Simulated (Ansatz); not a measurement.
Reaction (formal exchange of groups at a C–O bond): `BC[O][AlH][Cl]` + `CCl` → `BCCCl` + `[OH][AlH][Cl]`

Computed with Ansatz on PBE0-D4/def2-TZVP structures; ΔE is electronic, products minus reactants. CBS: MP2 limit from def2 TZ/QZ plus the TZ coupled-cluster correction, frozen cores. This one scheme is used for every species. DFT in def2-TZVPP. One conformer a species, not always the lowest.

| level | ΔE (kcal/mol) | difference from CCSD(T)/CBS |
| --- | --- | --- |
| r2SCAN-D4 | -14.8 | 1.8 |
| PBE0-D4 | -15.0 | 1.6 |
| ωB97M-V | -15.1 | 1.5 |
| PBE | -14.3 | 2.3 |
| r2SCAN | -14.9 | 1.7 |
| PBE0 | -15.1 | 1.5 |
| HF/def2-TZVPP | -13.7 | 2.9 |
| MP2/def2-TZVPP | -17.9 | -1.3 |
| SCS-MP2/def2-TZVPP | -16.5 | 0.1 |
| CCSD/def2-TZVPP | -15.9 | 0.7 |
| CCSD(T)/def2-TZVPP | -16.1 | 0.5 |
| HF/def2-QZVPP | -13.6 | 3.0 |
| MP2/def2-QZVPP | -18.1 | -1.5 |
| SCS-MP2/def2-QZVPP | -16.7 | -0.1 |
| HF/CBS(def2) | -13.6 | 3.0 |
| CCSD/CBS(def2) | -16.4 | 0.2 |
| CCSD(T)/CBS | -16.6 | 0 |

Largest T1 diagnostic among the species: 0.012.

In def2-TZVPP, CCSD(T) changes the Hartree–Fock value by −2.4 kcal/mol (the triples alone add −0.2 kcal/mol) and MP2 by −4.2 kcal/mol. From PBE to PBE0 (25 % exact exchange), in def2-TZVPP and without D4, ΔE moves by −0.8 kcal/mol.
